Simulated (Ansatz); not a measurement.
Consider the redistribution: `[CH3][Ga]([NH2])[CH2]F` + `[F][SnH]([F])[F]` → `[CH3][GaH][CH2]F` + `[NH2][Sn]([F])([F])[F]`.

Program: Ansatz. Geometries: PBE0-D4/def2-TZVP. ΔE: electronic, gas phase. CBS: MP2 limit from def2 TZ/QZ plus the TZ coupled-cluster correction, frozen cores. DFT in def2-TZVPP. B3LYP here is the variant with VWN-RPA as its local correlation; programs differ in this. Elements past krypton have def2 core potentials. For Ga, Sn outer-core shells are correlated without core-valence functions, which leaves a few kJ/mol of doubt a bond. Scalar relativity is left out up to krypton. Each species was taken in one conformer, which may not be the lowest.

```tsv
level	ΔE (kJ/mol)	difference from CCSD(T)/CBS
PBE-D4	50.4	-2.4
r2SCAN-D4	51.8	-1.0
PBE0-D4	51.2	-1.6
B3LYP-D4	52.7	-0.1
B2PLYP	52.8	0.0
r2SCAN	51.6	-1.2
MP2/def2-TZVPP	53.6	0.8
CCSD/def2-TZVPP	53.5	0.7
SCS-MP2/def2-QZVPP	52.5	-0.3
CCSD/CBS(def2)	53.4	0.6
CCSD(T)/CBS	52.8	0
```

Largest T1 diagnostic among the species: 0.015.
